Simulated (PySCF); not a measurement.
C₅H₁₀Si.
SMILES: `C[C@H]1C=CC[SiH2]1`

The closed-shell SCF was solved with PySCF and density fitting under several settings on one GFN2-xTB geometry (grid level 2 and gas phase unless stated).

```
                                                                                         settings  basis functions  SCF cycles     E (Eh)  HOMO (eV)  LUMO (eV)  dipole (D)
                                                                                    PBE0/pcSseg-1              159          14  -485.6245      -7.06       0.65        0.09
                                                                                   PBE0/def2-SVPD              204          14  -485.4406      -7.06       0.46        0.20
                                                      mPW1PW91/IGLO-II, energy threshold 1e-06 Eh              205           8  -486.0293      -7.04       0.65        0.14
                                   PBE0/aug-pcSseg-1, start guess vsap, energy threshold 1e-11 Eh              253          16  -485.6320      -7.04      -0.10        0.17
B3LYP/6-31++G**, energy threshold 1e-11 Eh, damping 0.1 at the start, DIIS from the seventh cycle              172          17  -486.0437      -6.77      -0.24        0.14
                     PBE/6-311+G(2d,p), fitting basis def2-qzvpp-jkfit, energy threshold 1e-08 Eh              230          10  -485.6590      -5.95      -0.58        0.24
```

Task: Estimate the rows for these settings: (1) HSE06/pcSseg-0; (2) WP04/MINI, energy threshold 1e-07 Eh; (3) PBE0/6-31G*.

Result: 
```
                            settings  basis functions  SCF cycles     E (Eh)  HOMO (eV)  LUMO (eV)  dipole (D)
                      HSE06/pcSseg-0               78          13  -484.9233      -6.73       0.44        0.09
WP04/MINI, energy threshold 1e-07 Eh               44           8  -491.0241     -10.70      -3.75        0.37
                         PBE0/6-31G*              108          14  -485.6374      -6.79       1.04        0.28
```

Task: Over all rows, what range does the HOMO–LUMO gap span?

Result: From 5.37 eV (PBE/6-311+G(2d,p), fitting basis def2-qzvpp-jkfit, energy threshold 1e-08 Eh) to 7.83 eV (PBE0/6-31G*). The functional of the narrowest has no exact exchange, that of the widest 25 % exact exchange.

Task: Compare two rows with the functional PBE0: PBE0/6-31G* and PBE0/pcSseg-1. Which energy is lower, and by how much?

Result: PBE0/6-31G* (108 functions) lies 0.0129 Eh or 8.1 kcal/mol below PBE0/pcSseg-1 (159 functions). The smaller set gives the lower energy; the two sets aren't nested, so the variational bound doesn't order them by size.

Cycle counts include a coarse-grid stage where the run had one. All basis functions are spherical, in the Pople sets too. WP04 was designed for NMR shieldings or shifts; total energies of different functionals aren't comparable.
